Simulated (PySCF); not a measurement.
A run that did not reach its result, on `C[n+]1c[nH]c(F)c1F` (driver script around PySCF, density fitting, GFN2-xTB geometry as the base; each input is a line of settings and coordinates in Å).

Command:
```bash
OMP_NUM_THREADS=1 python probes_run.py task.json out
```
Input:
```
{"job": {"kind": "nmr", "xc": "revPBE", "basis": "6-311+G(2d,p)", "pop": true, "scf": {"max_cycle": 1}}, "charge": 1, "multiplicity": 1}
C     -1.880132     0.011416    -0.049260
N     -0.440395    -0.037002    -0.004042
C      0.332016    -1.090117     0.236326
N      1.614073    -0.717051     0.188904
C      1.669172     0.618964    -0.090895
F      2.805688     1.246005    -0.194792
C      0.372518     1.047593    -0.213041
F     -0.134481     2.221651    -0.473485
H     -2.288374    -0.976300     0.148419
H     -2.209135     0.353381    -1.031977
H     -2.251261     0.716640     0.696284
H     -0.020122    -2.085335     0.437153
H      2.426044    -1.309360     0.332678
```

Output:
```
final grid: 116888 points
cycle   1  E = -464.2870584546  dE =  1.754e+00  |g| = 6.163e-01  |ddm| = 3.469e+00
SCF not converged, last energy = -464.2870584546
```

Hardware: Intel Xeon at 2.50 GHz, one thread, on a shared host. Cost: 17 s of wall time, 0.73 GiB resident at most.

**Question.** Diagnose the run.

**Answer.** The cap of 1 cycle ended the SCF with an orbital gradient of 6.2e-01, before the energy threshold of 1e-09 Eh and the gradient threshold (its square root) were both met. Raise the cap. Its energy and orbitals aren't self-consistent and shouldn't be used.
